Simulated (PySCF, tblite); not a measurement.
Isomers of C5H9OPSi, one GFN2-xTB conformer each. Single-point energies are computed at PBE0/pcSseg-1 (PySCF, gas phase, no added dispersion term), electronic only.

**Question.** Rank them by PBE0/pcSseg-1 energy, lowest first (kcal/mol).
A. `[CH3:1][c:2]1[cH:3][cH:4][o:5][c:6]1[SiH2:7][PH2:8]` with O5–C6–Si7–P8 144°, C6–Si7–P8–H -160° and -67°
B. `[CH3:1][c:2]1[cH:3][o:4][c:5]([SiH2:6][PH2:7])[cH:8]1` with O4–C5–Si6–P7 173°, C5–Si6–P7–H -82° and -175°

**Answer.** B (0.0), A (0.8).

Neighbours under 2.5 kcal/mol apart (Cc1coc([SiH2]P)c1 and Cc1ccoc1[SiH2]P) can change places with a better method, another conformer or zero-point energy. GFN2-xTB itself gives, in the same order: 0.5, 0.0. GFN2-xTB puts Cc1ccoc1[SiH2]P lowest instead.

**Question.** Which frontier levels, dipoles and rotational constants go with these structures?

**Answer.** 
| SMILES | HOMO (eV, PBE0/pcSseg-1) | LUMO (eV) | dipole (D) | A, B, C (MHz) |
| --- | --- | --- | --- | --- |
| Cc1coc([SiH2]P)c1 | -6.59 | -0.20 | 1.00 | 3059, 739.2, 605.3 |
| Cc1ccoc1[SiH2]P | -6.57 | -0.24 | 0.86 | 2600, 916.2, 724.1 |

**Question.** What happens when harmonic zero-point energies from GFN2-xTB frequencies are added?

**Answer.** 
```json
{"SMILES": "Cc1coc([SiH2]P)c1", "ZPE (kcal/mol)": "75.1", "electronic (kcal/mol)": "0.0", "with ZPE (kcal/mol)": "0.0"}
{"SMILES": "Cc1ccoc1[SiH2]P", "ZPE (kcal/mol)": "75.1", "electronic (kcal/mol)": "0.8", "with ZPE (kcal/mol)": "0.8"}
```

The zero-point energies span 0.0 kcal/mol. The order is unchanged.

**Question.** As an exercise, what shares would exp(−E/RT) give at 2000 K from these electronic energies alone (no entropy, no degeneracies)?

**Answer.** RT = 3.974 kcal/mol: Cc1coc([SiH2]P)c1 55.0 %, Cc1ccoc1[SiH2]P 45.0 %.
